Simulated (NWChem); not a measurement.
System: Si$_{2}$H$_{4}$OF$_{2}$; SMILES F[SiH](F)[SiH2]O

Output (shortened):

```
             Northwest Computational Chemistry Package (NWChem) 7.3.0
             --------------------------------------------------------

                             Geometry "geometry" -> ""
                             -------------------------

 Output coordinates in angstroms (scale by  1.889725989 to convert to a.u.)

  No.       Tag          Charge          X              Y              Z
 ---- ---------------- ---------- -------------- -------------- --------------
    1 O                    8.0000     0.64030000     2.37138300     0.27213600
    2 Si                  14.0000    -0.53913000     1.30745600    -0.24333900
    3 Si                  14.0000     0.05443900    -0.87623000     0.38322800
    4 F                    9.0000    -0.95913200    -1.94186200    -0.29973300
    5 F                    9.0000     1.53161000    -1.16520500    -0.22933500
    6 H                    1.0000     1.51489600     2.26777700    -0.11522000
    7 H                    1.0000    -0.73234300     1.33143200    -1.72828600
    8 H                    1.0000    -1.80286900     1.71710800     0.42766000
    9 H                    1.0000     0.11585200    -1.18447800     1.83725700

 Effective nuclear repulsion energy (a.u.)     303.7550413114

  xc_inp: hfexch multiplicative factor not found.

                                 NWChem DFT Module
                                 -----------------

 Summary of "ao basis" -> "ao basis" (spherical)
 ------------------------------------------------------------------------------
       Tag                 Description            Shells   Functions and Types
 ---------------- ------------------------------  ------  ---------------------
 O                           6-31g*                  6       14   3s2p1d
 Si                          6-31g*                  8       18   4s3p1d
 F                           6-31g*                  6       14   3s2p1d
 H                           6-31g*                  2        2   2s

            General Information
            -------------------
          SCF calculation type: DFT
          Wavefunction type:  closed shell.
          No. of atoms     :     9
          No. of electrons :    58
           Alpha electrons :    29
            Beta electrons :    29
          Charge           :     0
          Spin multiplicity:     1
          Use of symmetry is: off; symmetry adaption is: off
          Maximum number of iterations: 150
          AO basis - number of functions:    86
                     number of shells:    42
          Convergence on energy requested:  1.00D-06
          Convergence on density requested:  1.00D-05
          Convergence on gradient requested:  5.00D-04

              XC Information
              --------------
                     Hartree-Fock (Exact) Exchange  1.000

      Superposition of Atomic Density Guess
      -------------------------------------

 Sum of atomic energies:        -853.12656148

      Non-variational initial energy
      ------------------------------

 Total energy =    -854.177905
 1-e energy   =   -1789.700932
 2-e energy   =     631.767986
 HOMO         =      -0.303176
 LUMO         =      -0.004090

     ---------------------------------------------
      Total Density - Mulliken Population Analysis
     ---------------------------------------------

    Atom       Charge   Shell Charges
 -----------   ------   -------------------------------------------------------
    1 O    8     9.04   2.00  0.93  3.15  0.91  2.04  0.01
    2 Si  14    13.37   2.00  2.00  5.97  0.94  1.53  0.32  0.46  0.15
    3 Si  14    12.68   2.00  2.00  5.97  0.88  1.14  0.25  0.25  0.18
    4 F    9     9.62   2.00  0.95  3.47  1.00  2.19  0.01
    5 F    9     9.62   2.00  0.95  3.47  1.00  2.19  0.01
    6 H    1     0.44   0.35  0.09
    7 H    1     1.07   0.47  0.60
    8 H    1     1.06   0.47  0.59
    9 H    1     1.09   0.47  0.62

   convergence    iter        energy       DeltaE   RMS-Dens  Diis-err
 ---------------- ----- ----------------- --------- --------- ---------
 d= 0,ls=0.0,diis     1   -853.9382109197 -1.16D+03  9.21D-03  9.73D-01
 d= 0,ls=0.0,diis     2   -854.0212959550 -8.31D-02  3.12D-03  3.47D-01
 d= 0,ls=0.0,diis     3   -854.0515283087 -3.02D-02  8.92D-04  4.74D-03
 d= 0,ls=0.0,diis     4   -854.0525149378 -9.87D-04  2.07D-04  1.80D-04
 d= 0,ls=0.0,diis     5   -854.0525568060 -4.19D-05  4.82D-05  1.88D-05
  Resetting Diis
 d= 0,ls=0.0,diis     6   -854.0525598353 -3.03D-06  2.09D-05  2.28D-06
 d= 0,ls=0.0,diis     7   -854.0525603013 -4.66D-07  4.02D-06  8.95D-08

         Total DFT energy =     -854.052560301328
      One electron energy =    -1792.544559959641
           Coulomb energy =      705.541434324329
    Exchange-Corr. energy =      -70.804475977395
 Nuclear repulsion energy =      303.755041311379

 Numeric. integr. density =        0.000000000000

                       DFT Final Molecular Orbital Analysis
                       ------------------------------------

 Vector   27  Occ=2.000000D+00  E=-5.386992D-01
              MO Center=  2.4D-01,  8.8D-01,  6.2D-01, r^2= 4.5D+00
   Bfn.  Coefficient  Atom+Function         Bfn.  Coefficient  Atom+Function
  ----- ------------  ---------------      ----- ------------  ---------------
     5      0.332240  1 O  pz                 9      0.261260  1 O  pz
    86     -0.251130  9 H  s                  4     -0.244859  1 O  py
     8     -0.199939  1 O  py                41     -0.196071  3 Si pz
    85     -0.185502  9 H  s                  3      0.157862  1 O  px
    55      0.133445  4 F  pz                38     -0.130894  3 Si s

 Vector   28  Occ=2.000000D+00  E=-4.846856D-01
              MO Center= -7.4D-01,  1.6D+00, -4.2D-01, r^2= 2.6D+00
   Bfn.  Coefficient  Atom+Function         Bfn.  Coefficient  Atom+Function
  ----- ------------  ---------------      ----- ------------  ---------------
    82     -0.309454  7 H  s                 23      0.300655  2 Si pz
    84      0.298155  8 H  s                  5     -0.268058  1 O  pz
     9     -0.226022  1 O  pz                81     -0.218514  7 H  s
    83      0.212668  8 H  s                 21     -0.139081  2 Si px
    22      0.121588  2 Si py                19     -0.120848  2 Si pz

 Vector   29  Occ=2.000000D+00  E=-4.135982D-01
              MO Center= -1.9D-01,  3.6D-01,  1.3D-01, r^2= 3.4D+00
   Bfn.  Coefficient  Atom+Function         Bfn.  Coefficient  Atom+Function
  ----- ------------  ---------------      ----- ------------  ---------------
    40     -0.335209  3 Si py                22      0.316798  2 Si py
    86      0.235433  9 H  s                  4     -0.206348  1 O  py
    38     -0.192811  3 Si s                 82      0.191072  7 H  s
     8     -0.185583  1 O  py                41      0.181215  3 Si pz
    84      0.140981  8 H  s                 85      0.140780  9 H  s

 Vector   30  Occ=0.000000D+00  E= 9.196975D-02
              MO Center= -2.5D-01,  5.9D-01, -6.4D-03, r^2= 5.1D+00
   Bfn.  Coefficient  Atom+Function         Bfn.  Coefficient  Atom+Function
  ----- ------------  ---------------      ----- ------------  ---------------
    26      0.613823  2 Si py                25      0.562708  2 Si px
     6     -0.512413  1 O  s                 44      0.368234  3 Si py
    42      0.354783  3 Si s                 43      0.342649  3 Si px
    84      0.269675  8 H  s                 24     -0.247416  2 Si s
    56      0.213332  4 F  s                 70     -0.187821  5 F  s

 Vector   31  Occ=0.000000D+00  E= 1.272903D-01
              MO Center= -1.0D-01, -1.3D-01,  1.2D-01, r^2= 5.2D+00
   Bfn.  Coefficient  Atom+Function         Bfn.  Coefficient  Atom+Function
  ----- ------------  ---------------      ----- ------------  ---------------
    24      0.804503  2 Si s                 44     -0.763898  3 Si py
    42     -0.679380  3 Si s                 26     -0.665770  2 Si py
    82     -0.620156  7 H  s                 27     -0.502158  2 Si pz
    84      0.452152  8 H  s                 43      0.426953  3 Si px
    86      0.398669  9 H  s                 25      0.386006  2 Si px

[...]

                     NWChem Electrostatic Potential Fit Module
                     -----------------------------------------

 Atom parameters

 Number of atoms is                                    9
 Number of basis functions is                         86

 Grid parameters

 Maximum number of grid points is                  43688
 Number of grid points is                          43687
 Grid range                                     0.300000 nm
 Grid spacing                                   0.020000 nm
 Probe radius                                   0.070000 nm
 Atom radius factor                             1.000000

 Atomic radii

    1    0.100000
    8    0.136000
    9    0.128000
   14    0.187000
 FASTESP  F
  using M.O. file = ./job.movecs

    Atom              Coordinates                           Charge

                                                  ESP

    1 O     0.064030    0.237138    0.027214   -0.694002
    2 Si   -0.053913    0.130746   -0.024334    0.563577
    3 Si    0.005444   -0.087623    0.038323    0.753854
    4 F    -0.095913   -0.194186   -0.029973   -0.343076
    5 F     0.153161   -0.116521   -0.022934   -0.333077
    6 H     0.151490    0.226778   -0.011522    0.420570
    7 H    -0.073234    0.133143   -0.172829   -0.128789
    8 H    -0.180287    0.171711    0.042766   -0.113747
    9 H     0.011585   -0.118448    0.183726   -0.125310
                                            ------------
                                               -0.000000

 Dipole moment                                  0.426971

 Quadrupole moment Qxx                          8.174578
                   Qyy                        -15.518072
                   Qzz                          7.343494

 RMS deviation kJ/mol                           0.056585

 RRMS %                                        23.897749
```

Level: Hartree-Fock/6-31G* (spherical d). The geometry was optimised at PBE0/def2-SVP.

### Question
Reconstruct the input file.

### Answer
One answer among several that fit: the input that was run:
```
start job
memory heap 200 mb stack 900 mb global 1100 mb
geometry units angstroms noautosym nocenter noautoz
  O      0.640300     2.371383     0.272136
  Si    -0.539130     1.307456    -0.243339
  Si     0.054439    -0.876230     0.383228
  F     -0.959132    -1.941862    -0.299733
  F      1.531610    -1.165205    -0.229335
  H      1.514896     2.267777    -0.115220
  H     -0.732343     1.331432    -1.728286
  H     -1.802869     1.717108     0.427660
  H      0.115852    -1.184478     1.837257
end
basis spherical
  * library 6-31g*
end
dft
  xc hfexch
  iterations 150
  mulliken
end
task dft energy
esp
  recalculate
  probe 0.07
  range 0.3
  factor 1.0
  spacing 0.02
end
task esp
```
